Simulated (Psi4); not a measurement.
dimethyl selenide (C2H6Se), singlet, geometry from GFN2-xTB; HF/STO-3G run with Psi4.

Here is a job for Psi4.
```
memory 2 GB

molecule {
0 1
  C     1.42745564   -0.35252996    0.80410118
  Se    0.01857231    0.17766848   -0.43947715
  C    -1.49174355   -0.26246801    0.71714532
  H     1.32047632   -1.40944573    1.03668694
  H     2.38153568   -0.17314924    0.31701118
  H     1.35160354    0.24752203    1.70786870
  H    -1.46408325   -1.32353763    0.95374167
  H    -2.40230747   -0.02556005    0.17451211
  H    -1.43295603    0.33343014    1.62492343
}

set basis sto-3g

energy('scf')
print_variables()
```

Output, abridged:

```
   => Loading Basis Set <=

    Name: STO-3G
    Role: ORBITAL
    Keyword: BASIS

         ---------------------------------------------------------
                                   SCF
               by Justin Turney, Rob Parrish, Andy Simmonett
                          and Daniel G. A. Smith
                              RHF Reference
         ---------------------------------------------------------

  ==> Geometry <==

    Molecular point group: c1
    Full point group: C1

    Geometry (in Angstrom), charge = 0, multiplicity = 1:

       Center              X                  Y                   Z               Mass
    ------------   -----------------  -----------------  -----------------  -----------------
         C            1.423225822371    -0.392993726144     0.904191532274    12.000000000000
         SE           0.014342492371     0.137204713856    -0.339386797726    79.916521800000
         C           -1.495973367629    -0.302931776144     0.817235672274    12.000000000000
         H            1.316246502371    -1.449909496144     1.136777292274     1.007825032230
         H            2.377305862371    -0.213613006144     0.417101532274     1.007825032230
         H            1.347373722371     0.207058263856     1.807959052274     1.007825032230
         H           -1.468313067629    -1.364001396144     1.053832022274     1.007825032230
         H           -2.406537287629    -0.066023816144     0.274602462274     1.007825032230
         H           -1.437185847629     0.292966373856     1.725013782274     1.007825032230

  Running in c1 symmetry.

  Rotational constants: A =      0.37828  B =      0.22833  C =      0.15058 [cm^-1]
  Rotational constants: A =  11340.51031  B =   6845.30745  C =   4514.38626 [MHz]
  Nuclear repulsion =  186.343255229806800

  Charge       = 0
  Multiplicity = 1
  Electrons    = 52
  Nalpha       = 26
  Nbeta        = 26

  ==> Algorithm <==

  SCF Algorithm Type is DF.
  DIIS enabled.
  MOM disabled.
  Fractional occupation disabled.
  Guess Type is SAD.
  Energy threshold   = 1.00e-06
  Density threshold  = 1.00e-06
  Integral threshold = 1.00e-12

  ==> Primary Basis <==

  Basis Set: STO-3G
    Blend: STO-3G
    Number of shells: 20
    Number of basis functions: 34
    Number of Cartesian functions: 35
    Spherical Harmonics?: true
    Max angular momentum: 2

   => Loading Basis Set <=

    Name: (STO-3G AUX)
    Role: JKFIT
    Keyword: DF_BASIS_SCF

  ==> Integral Setup <==

[...]
   -------------------------
     A         34      34
   -------------------------
    Total      34      34
   -------------------------

  ==> Iterations <==

                           Total Energy        Delta E     RMS |[F,P]|

   @DF-RHF iter SAD: -2447.54698631545125   -2.44755e+03   0.00000e+00
   @DF-RHF iter   1: -2451.69750184650638   -4.15052e+00   1.25189e-02 ADIIS/DIIS
   @DF-RHF iter   2: -2451.85204444044848   -1.54543e-01   3.74490e-03 ADIIS/DIIS
   @DF-RHF iter   3: -2451.86239560135209   -1.03512e-02   5.46084e-04 ADIIS/DIIS
   @DF-RHF iter   4: -2451.86284882959399   -4.53228e-04   7.44387e-05 DIIS
   @DF-RHF iter   5: -2451.86285654957919   -7.71999e-06   6.38325e-06 DIIS
   @DF-RHF iter   6: -2451.86285661005240   -6.04732e-08   6.87851e-07 DIIS
  Energy and wave function converged.

  ==> Post-Iterations <==

    Orbital Energies [Eh]
    ---------------------

    Doubly Occupied:

[...]
    Virtual:

[...]
    Final Occupation by Irrep:
              A
    DOCC [    26 ]
    NA   [    26 ]
    NB   [    26 ]

  @DF-RHF Final Energy: -2451.86285661005240

   => Energetics <=

    Nuclear Repulsion Energy =            186.3432552298068003
    One-Electron Energy =               -3801.8245795206976254
    Two-Electron Energy =                1163.6184676808384211
    Total Energy =                      -2451.8628566100524040

Computation Completed

Properties will be evaluated at   0.000000,   0.000000,   0.000000 [a0]

Properties computed using the SCF density matrix

 Multipole Moments:

 ------------------------------------------------------------------------------------
     Multipole            Electronic (a.u.)      Nuclear  (a.u.)        Total (a.u.)
 ------------------------------------------------------------------------------------

 L = 1.  Multiply by 2.5417464519 to convert [e a0] to [Debye]
 Dipole X            :          0.3918585           -0.4156465           -0.0237880
 Dipole Y            :          3.7486392           -3.9762026           -0.2275634
 Dipole Z            :         -9.2725580            9.8354543            0.5628963
 Magnitude           :                                                    0.6076209

 ------------------------------------------------------------------------------------

  Variable Map:
  ----------------------------------------------------------------------------
[...]
  Array Variable Map:
  ----------------------------------------------------------------------------
[...]
[...]
```
